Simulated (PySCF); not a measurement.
## YF₃: how level, basis and relativity move the structure

Each row is its own optimisation.

Each entry is the lowest minimum that a search over a few typed start shapes (and spin states, where more than one is plausible) found, or that minimum re-optimised at the stated level; isomers with ligand–ligand bonds, or fragments after loss of a ligand pair, can lie lower. Open shells are unrestricted; no spin–orbit coupling; PySCF with density fitting.

```csv
level,2S+1,point group,mean bond to Y (Å),polar-tensor charge of Y,lowest ω (cm⁻¹),distinct angles (°)
B3LYP/def2-TZVP (scalar-relativistic core potentials),1,D3h,2.010,2.49,57,120
PBE/def2-TZVP (scalar-relativistic core potentials),1,D3h,2.010,2.39,45,120
PBE0/def2-TZVP (scalar-relativistic core potentials),1,D3h,1.997,2.53,55,120
```

Across these levels the mean bond spreads over 0.013 Å and the highest wavenumber over 17 cm⁻¹; all give the same point group.

The shape of PBE/def2-TZVP (scalar-relativistic core potentials) rests on a mode under 45 cm⁻¹ and is not firmly settled.

Levels that gave another bonding pattern or an unsound solution are left out.
